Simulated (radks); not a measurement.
Results of a calculation; reference values are marked as such.
Problem. Species: Hg4+. Configuration: [Xe] 4f14 5d8. Code: a radial shooting solver on a logarithmic mesh with Libxc functionals. Model: Dirac Kohn-Sham, PBE, spin-unpolarised, spherical densities, finite nucleus; open shells fill j = l - 1/2 first; Fermi nuclear charge, rms radius 5.4648 fm.

Spin-orbit splittings of the eigenvalues, e(l+1/2) - e(l-1/2), with zeta = 2 splitting/(2l+1) and mean radii in bohr:

| shell | occ. | splitting (eV) | zeta (eV) | <r> j=l-1/2 | <r> j=l+1/2 |
|---|---|---|---|---|---|
| 2p | 6 | 1948 | 1298 | 0.05692 | 0.06560 |
| 3p | 6 | 431.4 | 287.6 | 0.1704 | 0.1863 |
| 3d | 10 | 92.44 | 36.98 | 0.1621 | 0.1670 |
| 4p | 6 | 104.2 | 69.45 | 0.4011 | 0.4353 |
| 4d | 10 | 19.43 | 7.771 | 0.4424 | 0.4535 |
| 4f | 14 | 4.199 | 1.200 | 0.4787 | 0.4854 |
| 5p | 6 | ? | ? | 0.9637 | 1.054 |
| 5d | 8 | 2.219 | 0.8875 | 1.318 | 1.357 |

Estimate the 5p splitting.

Solution. 18.66 eV (zeta = 12.44 eV).
